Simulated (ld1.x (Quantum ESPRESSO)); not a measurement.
## Pseudopotential generation for Mg (Z = 12): TM, PBE, scalar-relativistic.

Mg (Z = 12), norm-conserving Troullier–Martins (Kleinman–Bylander form), made with ld1.x (Quantum ESPRESSO) 7.5 (PBE, scalar-relativistic). Core [Ne], reference 3s1.75 3p0.25. Waves: 3s (bound): rc 2.70 bohr; 3p (bound): rc 2.80 bohr; 3d channel at 0.45 Ry: rc 2.50 bohr. Local part: all-electron potential smoothed inside 2.50 bohr (lloc = -1). Core correction: a·sin(br)/r model core inside 1.30 bohr.

All-electron outer shells of the reference configuration (PBE, scalar-relativistic, ld1.x):

```
shell  level (eV)  outermost node (bohr)  outermost maximum (bohr)
   2s      -80.39                   0.18                      0.54
   2p      -47.16                      –                      0.48
   3s       -4.97                   0.90                      2.53
   3p       -1.54                   0.96                      3.46
```

(1) Estimate the cutoffs (Ry, on a coarse ladder) from which the occupation-weighted sum of valence levels, in a spherical-Bessel basis at the reference potential, stays within 10 and 1 mRy of its value at 400 Ry.

(2) Does the potential have ghost states?

(3) Which valence shell sets the plane-wave cutoff?

(4) Tests: 3s2 3p0; 3s1 3p0; 3s1.5 3p0; 3s1 3p1; 3s0 3p1; 3s0 3p2. Which has the largest error in its energy relative to the reference configuration, and how large is it?

Answers

(1) 6 Ry and 15 Ry.

(2) No extra level below or beside the all-electron valence levels (s, p, d, f tested).

(3) 3s: its level needs 8 Ry to come within 1 mRy, against 6 Ry for 3p.

(4) 3s0 3p2, with -16 meV (all-electron minus pseudo) on +6.33 eV.
